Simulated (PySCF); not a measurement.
dichloro(silylmethyl)silane (CH6Cl2Si2), SMILES [SiH3]C[SiH](Cl)Cl. Atoms are numbered in the order given.

```xyz
11

Si    -1.7219    -1.5604     0.4536
C     -0.3578    -1.2811    -0.8298
Si     0.7247     0.2106    -0.6155
Cl    -0.4376     1.9203    -0.6744
Cl     1.6806     0.1124     1.2160
H     -2.4845    -2.7928     0.0926
H     -2.6565    -0.3988     0.4719
H     -1.1251    -1.7382     1.8084
H     -0.8253    -1.2133    -1.8298
H      0.2980    -2.1715    -0.8443
H      1.7692     0.3411    -1.6610
```

Geometry optimised at r2SCAN-D4/def2-SVP. The values are those of a single conformer.

Calculation: r2SCAN/def2-TZVP (PySCF).

ESP charges are fitted to the potential on shells at 1.4 to 2.0 van der Waals radii. Atomic charges (e):

| atom | IAO | ESP fit | Mulliken |
|---|---|---|---|
| Si1 | 0.63 | 0.23 | 0.21 |
| C2 | -0.88 | -0.33 | -0.47 |
| Si3 | 1.00 | 0.11 | 0.56 |
| Cl4 | -0.32 | -0.09 | -0.25 |
| Cl5 | -0.32 | -0.09 | -0.25 |
| H6 | -0.12 | -0.07 | -0.04 |
| H7 | -0.12 | -0.05 | -0.02 |
| H8 | -0.12 | -0.05 | -0.02 |
| H9 | 0.18 | 0.16 | 0.14 |
| H10 | 0.18 | 0.16 | 0.14 |
| H11 | -0.13 | 0.01 | -0.02 |

Computed Mayer and Wiberg (Löwdin basis) orders of the bonds:
```csv
bond,Mayer,Wiberg
Si1–C2,0.96,1.19
C2–Si3,1.02,1.23
Si3–Cl4,1.15,1.82
Si3–Cl5,1.15,1.82
Si1–H6,0.95,0.95
Si1–H7,0.95,0.95
Si1–H8,0.95,0.95
C2–H9,0.91,0.82
C2–H10,0.91,0.82
Si3–H11,0.93,0.91
```
